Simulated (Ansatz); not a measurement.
Consider the redistribution: `[SiH3][SiH]1CBC1` + `Cl[SiH]1CO1` → `[SiH3][SiH]1CO1` + `Cl[SiH]1CBC1`.

Calculated with Ansatz (gas phase, PBE0-D4/def2-TZVP geometries, no zero-point term in ΔE). CCSD(T)/CBS is the MP2 limit (def2-TZVPP, def2-QZVPP) plus CCSD(T) − MP2 in def2-TZVPP, frozen cores. DFT in def2-TZVPP. B3LYP here is the variant with VWN-RPA as its local correlation; programs differ in this.

`[SiH3][SiH]1CBC1`:

Cartesian coordinates in Å:
```
Si -2.126 0.697 0.026
Si -0.144 -0.360 0.653
C 0.793 -1.376 -0.690
B 1.411 0.041 -0.823
C 1.480 0.675 0.592
H -2.558 1.661 1.074
H -1.917 1.434 -1.249
H -3.212 -0.303 -0.169
H -0.298 -1.107 1.930
H 0.326 -1.870 -1.536
H 1.326 -2.092 -0.057
H 1.303 0.700 -1.819
H 2.077 0.148 1.343
H 1.539 1.751 0.726
```

`Cl[SiH]1CO1`:

Cartesian coordinates in Å:
```
Cl 1.951 -1.264 -0.945
Si 0.776 0.184 -0.144
C -0.911 -0.140 0.375
O -0.626 0.554 -0.916
H 1.624 1.290 0.325
H -1.366 -1.117 0.227
H -1.448 0.492 1.079
```

`[SiH3][SiH]1CO1`:

```xyz
10

Si    0.743   -1.491   -0.702
Si    0.145    0.723   -0.293
C    -0.868    1.189    1.137
O    -1.495    1.037   -0.174
H     0.506   -1.845   -2.126
H     2.188   -1.676   -0.398
H    -0.067   -2.375    0.174
H     0.942    1.767   -0.986
H    -1.210    0.457    1.866
H    -0.884    2.215    1.502
```

`Cl[SiH]1CBC1`:

Z-matrix (Å, degrees):
```
Si
C 1 1.882
B 1 2.243 2 43.6
Cl 1 2.059 2 116.7 3 139.1
C 1 1.882 2 82.5 3 22.9
H 1 1.480 2 116.6 3 -93.2
H 2 1.099 1 101.4 3 -110.2
H 2 1.085 1 126.7 3 123.9
H 3 1.196 1 140.8 2 -107.0
H 5 1.086 1 126.7 2 -146.8
H 5 1.099 1 101.4 2 87.3
```

```json
{"level": "PBE-D4", "ΔE (kcal/mol)": "0.9", "difference from CCSD(T)/CBS": "0.1"}
{"level": "r2SCAN-D4", "ΔE (kcal/mol)": "0.8", "difference from CCSD(T)/CBS": "0.0"}
{"level": "PBE0-D4", "ΔE (kcal/mol)": "0.6", "difference from CCSD(T)/CBS": "-0.2"}
{"level": "B3LYP-D4", "ΔE (kcal/mol)": "0.4", "difference from CCSD(T)/CBS": "-0.4"}
{"level": "ωB97X-V", "ΔE (kcal/mol)": "0.0", "difference from CCSD(T)/CBS": "-0.8"}
{"level": "ωB97M-V", "ΔE (kcal/mol)": "0.4", "difference from CCSD(T)/CBS": "-0.4"}
{"level": "B2PLYP", "ΔE (kcal/mol)": "0.4", "difference from CCSD(T)/CBS": "-0.4"}
{"level": "PBE", "ΔE (kcal/mol)": "0.6", "difference from CCSD(T)/CBS": "-0.2"}
{"level": "r2SCAN", "ΔE (kcal/mol)": "0.6", "difference from CCSD(T)/CBS": "-0.2"}
{"level": "PBE0", "ΔE (kcal/mol)": "0.3", "difference from CCSD(T)/CBS": "-0.5"}
{"level": "B3LYP", "ΔE (kcal/mol)": "-0.1", "difference from CCSD(T)/CBS": "-0.9"}
{"level": "HF/def2-TZVPP", "ΔE (kcal/mol)": "-1.4", "difference from CCSD(T)/CBS": "-2.2"}
{"level": "MP2/def2-TZVPP", "ΔE (kcal/mol)": "1.4", "difference from CCSD(T)/CBS": "0.6"}
{"level": "SCS-MP2/def2-TZVPP", "ΔE (kcal/mol)": "1.0", "difference from CCSD(T)/CBS": "0.2"}
{"level": "CCSD/def2-TZVPP", "ΔE (kcal/mol)": "0.6", "difference from CCSD(T)/CBS": "-0.2"}
{"level": "CCSD(T)/def2-TZVPP", "ΔE (kcal/mol)": "1.1", "difference from CCSD(T)/CBS": "0.3"}
{"level": "HF/def2-QZVPP", "ΔE (kcal/mol)": "-1.4", "difference from CCSD(T)/CBS": "-2.2"}
{"level": "MP2/def2-QZVPP", "ΔE (kcal/mol)": "1.2", "difference from CCSD(T)/CBS": "0.4"}
{"level": "SCS-MP2/def2-QZVPP", "ΔE (kcal/mol)": "0.8", "difference from CCSD(T)/CBS": "0.0"}
{"level": "HF/CBS(def2)", "ΔE (kcal/mol)": "-1.4", "difference from CCSD(T)/CBS": "-2.2"}
{"level": "MP2/CBS(def2)", "ΔE (kcal/mol)": "1.1", "difference from CCSD(T)/CBS": "0.3"}
{"level": "CCSD/CBS(def2)", "ΔE (kcal/mol)": "0.4", "difference from CCSD(T)/CBS": "-0.4"}
{"level": "CCSD(T)/CBS", "ΔE (kcal/mol)": "0.8", "difference from CCSD(T)/CBS": "0"}
```

Largest T1 diagnostic among the species: 0.015.

In def2-TZVPP, CCSD(T) changes the Hartree–Fock value by +2.6 kcal/mol (the triples alone add +0.5 kcal/mol) and MP2 by +2.8 kcal/mol.
